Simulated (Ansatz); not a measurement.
A geometry relaxed with Ansatz (a first-principles code) with r2SCAN-D4/def2-TZVP, charge 0, multiplicity 1:

```xyz
6

B      0.5181     0.0254    -0.0071
N     -0.8636    -0.0424     0.0117
I      1.6708    -1.7790     0.1246
I      1.4846     1.9337    -0.1679
H     -1.4473     0.7773    -0.0474
H     -1.3627    -0.9150     0.0861
```

Task: Write the SMILES of this molecule.

Result: `NB(I)I`
